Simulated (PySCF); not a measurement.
## Ionising SiBi

PBE; PySCF, scalar-relativistic core potentials, basis sets Si def2-SVP, Bi def2-SVP with ECP60. Neutral (UKS): doublet (π ↑), Re = 2.498 Å, ωe = 366 cm⁻¹, De = 2.86 eV, HOMO -5.02 eV, LUMO -4.93 eV.

SiBi⁺ (UKS): triplet (π ↑↑), Re = 2.654 Å, ωe = 305 cm⁻¹. The energies at the minima are -503.86065 hartree for SiBi and -503.57722 for SiBi⁺.

**Question.** Work out the adiabatic ionisation energy, without and with harmonic zero-point energies (1 hartree = 27.2114 eV, 1 eV = 8065.5 cm⁻¹), and the change of the bond length.

**Answer.** At PBE: 0.28343 hartree = 7.713 eV between the minima; the zero-point term (305.0 − 366.0)/2 cm⁻¹ = -0.004 eV makes it 7.709 eV. Re changes by +15.6 pm against the neutral. The electron leaves a π orbital, and the longer bond of the ion fits a bonding orbital, or a change in how ionic the bond is.

Spin–orbit coupling is left out, which matters for elements this heavy, above all for dissociation energies. States were picked by a PBE0 search and need not be the measured ground states.
